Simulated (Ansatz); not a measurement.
Process, species as SMILES: FC(Cl)(Cl)Cl → F[C](Cl)Cl + Cl atom (the C-Cl bond at the site shown breaks; other sites are not compared here)
Geometries: B3LYP-D3(BJ)/def2-TZVP minima from Ansatz (a quantum-chemistry and plane-wave program).

Property: bond dissociation energy (electronic energy difference), in kJ/mol. Correlated levels leave the core frozen unless marked. UHF or UKS for open shells. Spin-orbit coupling is left out. No relativistic terms. CBS marks a two-point X^-3 extrapolation of the correlation energy; Hartree-Fock from the larger set. The bracket is a focal-point correction in the basis named.

```
level                                                                 program  bond dissociation energy (kJ/mol)
-------------------------------------------------------------  --------------  ---------------------------------
HF/cc-pVTZ                                                             Ansatz                              165.4
BLYP-D4/def2-TZVPD                                             Ansatz + dftd4                              296.7
revPBE-D4/def2-TZVPD                                           Ansatz + dftd4                              310.1
PBE0/def2-TZVP                                                         Ansatz                              304.2
CAM-B3LYP-D3(BJ)/def2-TZVPD                                    Ansatz + dftd3                              295.1
wB97M-V/def2-TZVPD                                                     Ansatz                              323.6
wB97X/def2-TZVPD                                                       Ansatz                              305.9
MP2/cc-pV(D+d)Z                                                        Ansatz                              309.2
CCSD/cc-pwCVTZ                                                         Ansatz                              290.1
RI-MP2/CBS(cc-pV(T+d)Z,cc-pV(Q+d)Z)+[CCSD(T)-MP2]/cc-pV(T+d)Z          Ansatz                              324.0
```
